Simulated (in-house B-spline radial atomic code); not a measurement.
Checks on a self-consistent run for Zr³⁺, [Ar] 3d10 4s2 (4p1/2)1 (4p3/2)4 4d2. Computed with a B-spline radial code for spherical atoms: Dirac-Hartree-Fock, average of the jj configuration, Fermi nucleus of rms radius 4.2694 fm.

```tsv
orbital	q	ε (Eh)	<1/r>	<r²>	small-component weight
1s1/2	2	-666.71368	41.2603	0.0018516	0.021219
2s1/2	2	-96.00735	9.3687	0.030969	0.0043339
2p1/2	2	-87.65874	9.30615	0.0236302	0.0043039
2p3/2	4	-84.49191	8.90974	0.0249936	0.0041779
3s1/2	2	-17.84263	3.17769	0.237357	0.0011303
3p1/2	2	-14.66413	3.0607	0.239396	0.0010689
3p3/2	4	-14.15750	2.97377	0.248732	0.0010407
3d3/2	4	-8.59752	2.75796	0.242195	0.00091681
3d5/2	6	-8.50852	2.73293	0.246124	0.00090668
4s1/2	2	-3.53385	1.11326	1.63557	0.00022772
4p1/2	1	-2.63631	1.00955	1.96417	0.00019488
4p3/2	4	-2.52680	0.981927	2.05118	0.0001864
4d3/2	0.8	-1.25226	0.709662	3.8615	0.00010453
4d5/2	1.2	-1.28871	0.719327	3.75256	0.00010812
```

Electron-electron repulsion V_ee = 1326.2565 hartree.

Task: What total energy follows from the eigenvalues?

Result: The eigenvalues count the repulsion twice, so E = Σqε - V_ee = -2268.171 - 1326.256 = -3594.428 hartree; the run printed -3594.428.

Task: Does the Dirac virial theorem hold?

Result: For a point nucleus E = -2c²Σq·w, with w the small-component weight. Here Σq·w = 0.095702 and c = 137.0360, so the ratio E/(-2c²Σq·w) is 1.000022; the finite nucleus accounts for the departure from 1.

Task: What diamagnetic shielding (Lamb formula) and susceptibility (Langevin formula) do the radii give?

Result: σ = (α²/3)Σq<1/r> = 215.905/(3·137.036²) = 3832.4 ppm, and χ = -0.79199×10⁻⁶·Σq<r²> = -20.31×10⁻⁶ cm³/mol with Σq<r²> = 25.639 bohr². Both are non-relativistic formulas without the paramagnetism of open shells.
